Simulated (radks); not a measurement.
The numbers below are computed, except where a source is named.
Valence configurations of neutral thallium. Level of theory: scalar-relativistic Kohn-Sham, PBE, spin-polarised, spherical densities, finite nucleus; open shells are filled with parallel spins first (spin-orbit coupling, left out, can overturn this in heavy ions); Fermi nuclear charge, rms radius 5.4759 fm (a radial shooting solver on a logarithmic mesh with Libxc functionals). Energies are relative to [Hg] 6p1; eigenvalues in eV for spin up.

\begin{tabular}{lrrrrrr}
valence & E (eV) & moment (Bohr magnetons) & e(4f) & e(5d) & e(6p) & e(6s) \\ \hline
[Hg] 6p1 & 0.000 & 1 & -113.99 & -15.485 & -2.615 & -9.732 \\
[Xe] 4f14 5d10 6s1.5 6p1.5 & 3.224 & 2 & -114.87 & -16.407 & -3.188 & -10.567 \\
[Xe] 4f14 5d10 6s1 6p2 & 6.265 & 3 & -115.66 & -17.237 & -3.686 & -11.311 \\
[Xe] 4f14 5d9 6s2 6p2 & 13.998 & 3 & -119.65 & -20.048 & -3.945 & -12.121 \\
[Xe] 4f14 5d10 6p3 & 14.022 & 3 & -117.43 & -18.817 & -4.424 & - \\
[Xe] 4f14 5d8 6s2 6p3 & 30.355 & 5 & -125.28 & -24.463 & -5.139 & -14.280 \\
[Xe] 4f13 5d10 6s2 6p2 & 119.54 & 3 & -133.02 & -21.312 & -3.938 & -12.173 \\
[Xe] 4f13 5d9 6s2 6p3 & 137.84 & 5 & -138.83 & -25.884 & -5.153 & -14.381 \\
[Xe] 4f11 5d10 6s2 6p4 & 411.19 & 5 & -173.37 & -33.685 & -6.082 & -16.490 \\
\end{tabular}

NIST lists [Hg] 6p1 as the ground configuration; this level of theory agrees among the configurations tried. The energies are those of spherical high-spin densities, not of single terms.
